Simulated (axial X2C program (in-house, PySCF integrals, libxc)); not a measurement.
## GaCl⁻: properties at the nuclei

Calculated with an axial X2C code built on PySCF integrals: two-component X2C with atomic mean-field Coulomb and Gaunt terms, Gaussian nuclei, basis Ga dyall-acv3z, Cl dyall-av3z with contracted cores.

R = 2.372 Å (near the PBE0 minimum at charge -1 of the determinant lowest at the starting distance; the state shown can have its own minimum elsewhere).

Determinant lowest in the PBE0 search, Ω = 1/2 (⟨Sz⟩ = -0.50, ⟨Lz⟩ = 1.00 at PBE0), spin on the atoms Ga -0.52, Cl 0.02:

| level | Eeff magnitude (GV/cm) | Ws magnitude Ga (kHz) | A∥/gI Ga (MHz) | qzz Ga (a.u.) | A∥/gI Cl (MHz) | qzz Cl (a.u.) |
| --- | --- | --- | --- | --- | --- | --- |
| PBE0 | 0.0765 | 0.0668 | 723 | -0.66 | 74.6 | 0.87 |
| HF | 0.259 | 0.225 | 784 | -0.72 | 48.5 | 0.80 |
| B3LYP | 0.0265 | 0.027 | 609 | -0.69 | 71.6 | 0.83 |
| LDA | 0.00424 | 0.0039 | 648 | -0.71 | 92.2 | 0.86 |
| r2SCAN | 0.184 | 0.165 | 824 | -0.69 | 64.1 | 0.85 |

Determinant 0.04 eV from it at PBE0 and this distance, Ω = 3/2 (⟨Sz⟩ = 0.50, ⟨Lz⟩ = 1.00 at PBE0), spin on the atoms Ga 0.53, Cl -0.03:

```json
{"level": "PBE0", "Eeff magnitude (GV/cm)": "0.119", "Ws magnitude Ga (kHz)": "0.0333", "A∥/gI Ga (MHz)": "20", "qzz Ga (a.u.)": "-0.74", "A∥/gI Cl (MHz)": "16.1", "qzz Cl (a.u.)": "0.87"}
{"level": "HF", "Eeff magnitude (GV/cm)": "0.348", "Ws magnitude Ga (kHz)": "0.0993", "A∥/gI Ga (MHz)": "-45.2", "qzz Ga (a.u.)": "-0.81", "A∥/gI Cl (MHz)": "17.1", "qzz Cl (a.u.)": "0.81"}
{"level": "B3LYP", "Eeff magnitude (GV/cm)": "0.0692", "Ws magnitude Ga (kHz)": "0.0201", "A∥/gI Ga (MHz)": "55.5", "qzz Ga (a.u.)": "-0.77", "A∥/gI Cl (MHz)": "16.6", "qzz Cl (a.u.)": "0.84"}
{"level": "LDA", "Eeff magnitude (GV/cm)": "0.0444", "Ws magnitude Ga (kHz)": "0.0117", "A∥/gI Ga (MHz)": "52.3", "qzz Ga (a.u.)": "-0.79", "A∥/gI Cl (MHz)": "17.5", "qzz Cl (a.u.)": "0.87"}
{"level": "r2SCAN", "Eeff magnitude (GV/cm)": "0.218", "Ws magnitude Ga (kHz)": "0.0637", "A∥/gI Ga (MHz)": "-12.3", "qzz Ga (a.u.)": "-0.76", "A∥/gI Cl (MHz)": "21.4", "qzz Cl (a.u.)": "0.85"}
```

Eeff is the effective electric field on the electron electric dipole moment in this Ω state and Ws the scalar–pseudoscalar constant of the nucleus named (defined with the proton number Z and per Ω); A∥ (defined per Ω) follows by multiplying with gI = μI/(I μN); qzz is the electric field gradient, eQq0 = 234.96 MHz × Q/barn × qzz. The operators were transformed with the bare-nucleus X2C matrices; with these basis sets, hyperfine constants and field gradients can be off by tens of per cent, and where levels differ in sign neither size nor sign is settled.

Q: With gI(69Ga) = 1.3444, Q(69Ga) = 0.171 barn, gI(35Cl) = 0.5479, Q(35Cl) = -0.08112 barn (g factors from the IAEA table of nuclear moments by Stone; Q from Pyykkö, Mol. Phys. 2018), turn the PBE0 values of the first state into constants in MHz.

A: A∥(69Ga) = 723 × 1.3444 = 972 MHz; eQq0(69Ga) = 234.96 × (0.171) × (-0.66) = -26.5 MHz; A∥(35Cl) = 74.6 × 0.5479 = 40.9 MHz; eQq0(35Cl) = 234.96 × (-0.08112) × (0.87) = -16.6 MHz.

Each state is one determinant with collinear spin. Unrestricted Hartree–Fock can overshoot spin polarisation at the nuclei. For an anion, determinants above electron detachment, or with a positive highest level, are held by the basis set. Where Eeff spreads by more than a factor of two the levels disagree and none is to be relied on. The search compared states at one distance, so a state with another bond length can lie lower. PBE0 term energies can be off by some tenths of an eV.
